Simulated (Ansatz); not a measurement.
Relaxation of a periodic cell of 19 atoms, C18Se (surface graphene monolayer, adsorbate Se), to a largest force component of 0.08 eV/Å in at most 25 steps.

Theory: DFT PBE-D3(BJ), scalar-relativistic, plane waves, PAW (Ansatz 0.2.0). Settings: cutoff 420 eV, k mesh 2x2x1, fermi-dirac smearing 0.05 eV, no spin polarisation.

```xyz
19
Lattice="7.3980 0.0000 0.0000 -3.6990 6.4069 0.0000 0.0000 0.0000 11.0000" Properties=species:S:1:pos:R:3:forces:R:3
C 0.000 0.000 1.000 -1.00 -0.65 -0.15
C 1.233 0.712 1.000 -1.42 -0.60 -0.64
C -1.233 2.136 1.000 0.26 -0.35 0.05
C 0.000 2.847 1.000 -0.16 0.08 -0.15
C -2.466 4.271 1.000 -0.05 0.45 0.03
C -1.233 4.983 1.000 -0.06 -0.49 -0.15
C 2.466 0.000 1.000 1.15 -1.36 -0.49
C 3.699 0.712 1.000 2.36 0.25 -1.60
C 1.233 2.136 1.000 -0.58 1.91 -0.82
C 2.466 2.847 1.000 1.07 1.93 -1.61
C 0.000 4.271 1.000 0.29 0.22 0.05
C 1.233 4.983 1.000 -0.20 -0.09 0.15
C 4.932 0.000 1.000 -0.72 0.18 -0.15
C 6.165 0.712 1.000 0.40 0.36 0.04
C 3.699 2.136 1.000 1.31 0.80 -1.39
C 4.932 2.847 1.000 -0.66 -0.42 -0.16
C 2.466 4.271 1.000 -0.24 -0.80 -0.16
C 3.699 4.983 1.000 0.47 0.28 0.03
Se 2.091 1.158 2.760 -2.22 -1.70 7.11
```

Q: Where does it end, and by what steps?

A: The run converged. The threshold is loose, so the end isn't yet a minimum. Limits of this set-up: coarse k mesh, slab without dipole correction. After 9 steps the energy has fallen by 2.976 eV; Se19 moved furthest, 0.92 Å. Parted: C9–Se19.

```tsv
step	energy less start (eV)	largest force component (eV/Å)	accepted
0	0.0000	7.106	yes
1	-1.4423	3.977	yes
2	-2.2019	1.688	yes
3	-2.5840	0.708	yes
4	-2.7884	0.554	yes
5	-2.9324	0.375	yes
6	-2.9670	0.400	yes
7	-2.9666	0.258	no
8	-2.9746	0.089	yes
9	-2.9757	0.022	yes
```

```xyz
19
Lattice="7.3980 0.0000 0.0000 -3.6990 6.4069 0.0000 0.0000 0.0000 11.0000" Properties=species:S:1:pos:R:3
C -0.005 0.025 0.997
C 1.226 0.766 1.230
C -1.221 2.178 0.935
C 0.013 2.896 0.939
C -2.442 4.313 0.916
C -1.227 5.001 0.996
C 2.499 0.031 1.231
C 3.729 0.772 0.995
C 1.252 2.202 0.996
C 2.467 2.891 0.918
C 0.011 4.307 0.939
C 1.246 5.025 0.938
C 4.949 0.047 0.939
C 6.173 0.750 0.939
C 3.718 2.169 0.916
C 4.953 2.885 0.891
C 2.470 4.318 0.894
C 3.705 5.035 0.918
Se 1.868 0.396 3.232
```

Run time: 61 s on 1 thread of Arm Neoverse V1, with other jobs on the host, peak memory 0.63 GiB.
